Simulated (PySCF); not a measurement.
C2H9FSi2, SMILES F[Si@@H](C)[SiH2]C. Heavy atoms are numbered as in [CH3:1][SiH2:2][Si@H:3]([CH3:4])[F:5]. Hydrogens are named by the atom that carries them.

The structure is a stationary point at PBE0-D3(BJ)/def2-SVP. The structure was generated by enumeration; whether it is a known compound was not checked. One conformer was computed; it need not be the lowest.

These are PBE/pcSseg-1 in PySCF values and carry that method's errors.

GIAO shieldings, no solvent; atoms alike by connectivity are averaged. δ = σ(ref) − σ: ¹³C against TMS (σ = 182.0 ppm); ²⁹Si against TMS (σ = 335.4 ppm); ¹⁹F against CFCl3 (σ = 133.6 ppm); ¹H against TMS (σ = 31.49 ppm), references at their B3LYP-D3(BJ)/def2-TZVP geometries, non-relativistic.

| atoms | nucleus | count | δ (ppm) |
|---|---|---|---|
| C4 (CH3) | ¹³C | 1 | 2.4 |
| C1 (CH3) | ¹³C | 1 | -10.3 |
| Si3 (SiH) | ²⁹Si | 1 | ? |
| Si2 (SiH2) | ²⁹Si | 1 | -76.8 |
| F5 | ¹⁹F | 1 | -251.0 |
| H on Si3 | ¹H | 1 | ? |
| H on Si2 | ¹H | 2 | ? |
| H on C4 | ¹H | 3 | ? |
| H on C1 | ¹H | 3 | 0.37 |

Some entries are withheld; supply them. (An estimate is asked for; the answer gives what the named calculation found.)


- Si3 (SiH), δ (ppm): 33.8
- H on Si3, δ (ppm): 6.12
- H on Si2, δ (ppm): 4.22
- H on C4, δ (ppm): 0.79
